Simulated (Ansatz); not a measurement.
Geometry optimisation, RKS PBE/def2-SVP in Ansatz.

Input:

```yaml
crystal:
  periodic: [false, false, false]
  atoms:
    - { symbol: B, position_ang: [-1.3574, -0.5102, 1.4469] }
    - { symbol: C, position_ang: [-0.0473, -0.0513, 0.7192] }
    - { symbol: C, position_ang: [0.8857, -1.2332, 0.6438] }
    - { symbol: Si, position_ang: [-0.3448, 0.6044, -1.0074] }
    - { symbol: "N", position_ang: [1.1094, 1.0351, -1.8405] }
    - { symbol: Cl, position_ang: [-1.6602, 2.2939, -0.8845] }
    - { symbol: H, position_ang: [-1.7202, 0.0857, 2.4279] }
    - { symbol: H, position_ang: [-2.041, -1.3067, 0.9745] }
    - { symbol: H, position_ang: [0.4319, 0.7881, 1.3448] }
    - { symbol: H, position_ang: [1.1471, -1.5997, 1.7059] }
    - { symbol: H, position_ang: [1.8662, -0.9238, 0.2097] }
    - { symbol: H, position_ang: [0.5037, -2.0616, 0.0817] }
    - { symbol: H, position_ang: [-1.1444, -0.4294, -1.7962] }
    - { symbol: H, position_ang: [1.87884, 0.67109, -1.19761] }
    - { symbol: H, position_ang: [1.14614, 0.48889, -2.70452] }
basis:
  gaussian: { orbitals: def2-SVP }
hamiltonian:
  xc: pbe
relax:
  f_tol: 0.015
  max_steps: 40
```

Command:

```bash
$ ansatz run input.yaml --threads 2 --pin off --max-ram 3072MiB --backend cpu --events-out ev --progress --plain --runs-dir out
```

Problem. Where does it end, and by what steps?

Solution. The run converged. The force dipped under the threshold on the way, but the program's further checks kept it going. After 29 steps the energy has fallen by 0.632 eV; H14 moved furthest, 1.08 Å.

```
step  energy less start (eV)  largest force component (eV/Å)  accepted
   0                  0.0000                           1.967       yes
   2                 -0.3922                           0.584       yes
   4                 -0.5543                           0.354       yes
   6                 -0.6122                           0.305       yes
   8                 -0.6226                           0.221       yes
  10                 -0.6262                           0.021       yes
  12                 -0.6267                           0.033       yes
  14                 -0.6275                           0.030       yes
  16                 -0.6279                           0.108       yes
  18                 -0.6298                           0.046       yes
  20                 -0.6302                           0.018       yes
  22                 -0.6308                           0.028       yes
  24                 -0.6314                           0.052       yes
  26                 -0.6318                           0.010       yes
  28                 -0.6320                           0.016       yes
  29                 -0.6321                           0.006       yes
```

```xyz
15
Properties=species:S:1:pos:R:3
B -1.340 -0.222 1.462
C 0.060 -0.195 0.785
C 0.839 -1.526 0.681
Si -0.302 0.394 -0.990
N 1.165 0.976 -1.702
Cl -1.859 1.826 -0.908
H -1.751 0.712 2.123
H -2.059 -1.200 1.321
H 0.699 0.618 1.201
H 1.191 -1.856 1.680
H 1.730 -1.442 0.025
H 0.197 -2.338 0.279
H -0.802 -0.711 -1.868
H 1.682 1.734 -1.247
H 1.206 1.079 -2.719
```

Time of the run: 110 s on 2 threads of Arm Neoverse V1, on a shared host, peak memory 0.19 GiB.
